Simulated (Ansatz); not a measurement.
Ansatz (a quantum-chemistry and plane-wave program) input (B2GP-PLYP/def2-TZVPD):

Ansatz 0.2 input:
```yaml
crystal:
  periodic: [false, false, false]
  atoms:
    - {symbol: V, position_ang: [0.03109478, -0.28629231, 0.32098959]}
    - {symbol: O, position_ang: [-0.02814155, -1.69519833, -0.40872760]}
    - {symbol: O, position_ang: [0.69115200, 1.26315759, -0.32339931]}
    - {symbol: O, position_ang: [-0.75240796, 1.25513114, -0.19071815]}
basis:
  gaussian:
    orbitals: def2-TZVPD
hamiltonian:
  xc: {name: B2GP-PLYP}
magnetization: {spin_polarized: true, initial_magnetization: 1}
correlation: {electrons: outside_noble_gas}
```

End of the output:

```
integrals: 0.25 GiB planned
1166 factors; integrals over basis functions are off by at most 9.1e-4 eV
mean field: 1.12 GiB planned
mean field evaluation 1: about -31786.4220 eV, gradient 6.5e1 eV
mean field evaluation 2: about -31786.6485 eV, gradient 6.5e1 eV
mean field evaluation 4: about -31795.4164 eV, gradient 4.9e1 eV
mean field evaluation 8: about -31802.6931 eV, gradient 1.7e0 eV
mean field evaluation 16: about -31803.7075 eV, gradient 8.3e0 eV
mean field evaluation 32: about -31804.1749 eV, gradient 1.0e0 eV
mean field evaluation 64: about -31736.2370 eV, gradient 8.1e1 eV
mean field -31804.30148140 eV, -1168.7865217115 hartree, gradient 5.3e-6 eV, S^2 0.804394; 4 other end points of the search recorded, 0 dependent functions left out
12 core orbitals not correlated
reference -31804.30160401 eV, -1168.7865262173 hartree; 12, 11 occupied and 144, 145 virtual orbitals, 1166 factors
second order -32.05114777 eV of doubles, -0.00000000 eV of singles
Total energy: -31815.84001720 eV, -1169.2105550812 hartree
```

The spin state was set by rule; other spins were not relaxed.
